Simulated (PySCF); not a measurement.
Input of a driver script around PySCF for `[SiH3][AsH][SiH2]CC`, coordinates in Å (PBE0-D3(BJ)/def2-SVP geometry):
```
{"job": {"kind": "xas", "xc": "BHandHLYP", "basis": {"default": "aug-pcX-1", "H": "pcseg-1", "Si": "def2-SVPD", "As": "def2-SVPD"}}, "charge": 0, "multiplicity": 1}
C     -2.131682     0.397334     0.283399
C     -1.396317    -0.104731    -0.954897
Si    -0.336780    -1.640644    -0.664823
As     1.064286    -1.256360     1.218207
Si     2.125241     0.588166     0.183487
H     -1.430150     0.686392     1.082781
H     -2.798254    -0.373395     0.701961
H     -2.749514     1.280545     0.057902
H     -0.741624     0.684356    -1.365028
H     -2.108765    -0.348484    -1.762601
H      0.469262    -1.962316    -1.884001
H     -1.202897    -2.820378    -0.346778
H      2.128404    -2.233394     0.726102
H      2.369350     0.392978    -1.280281
H      1.240572     1.780625     0.360231
H      3.429047     0.853852     0.862938
```

Q: What does the run print?

A: 
```
coarse grid: 57712 points
cycle   1  E = -2897.1388990012  dE = -7.942e-01  |g| = 2.837e-01  |ddm| = 3.893e+00
cycle   2  E = -2897.1553026596  dE = -1.640e-02  |g| = 1.792e-01  |ddm| = 5.183e-01
cycle   3  E = -2897.1638302784  dE = -8.528e-03  |g| = 4.579e-02  |ddm| = 2.604e-01
...
final grid: 118440 points
...
cycle   9  E = -2897.1643926049  dE = -6.771e-08  |g| = 2.739e-05  |ddm| = 6.451e-04
cycle  10  E = -2897.1643926052  dE = -2.929e-10  |g| = 1.333e-05  |ddm| = 7.783e-05
converged SCF energy = -2897.1643926052

C K edge
   eV          f      from atoms
  285.284   0.00878   C1
  285.423   0.00569   C0
  285.911   0.02623   C1
  286.127   0.03057   C1
  286.180   0.00613   C1
  286.200   0.03121   C0
  286.261   0.03276   C0
  286.430   0.00406   C0
  286.568   0.00096   C1
  286.699   0.00267   C1
  286.952   0.00177   C1
  287.057   0.00294   C1
```

Level of theory: core-valence-separated Tamm–Dancoff BHandHLYP/aug-pcX-1 (pcseg-1 on H, def2-SVPD on Si, def2-SVPD on As) in PySCF, non-relativistic, gas phase, PBE0-D3(BJ)/def2-SVP geometry. The program numbers atoms from 0. Absolute energies from this functional tend to lie a few eV below measured edges; no shift was applied. The SCF starts on a coarse grid and ends on the final one.

Carbon edge (atoms now counted from 1; roots within 0.03 eV on like atoms summed, the top roots left aside). The first line with a tenth or more of the strongest one's intensity is at 285.28 eV (f = 0.009), with the hole on C2 (sp3 carbon bound to silicon). The strongest listed is at 286.26 eV (f = 0.033; C1).

Kohn–Sham HOMO -8.09 eV, LUMO 0.50 eV, dipole moment 1.00 D.

Shape of the structure used: `[CH3:1][CH2:2][SiH2:3][AsH:4][SiH3:5]`: C1–C2–Si3–As4 -51°, C2–Si3–As4–Si5 -61°.
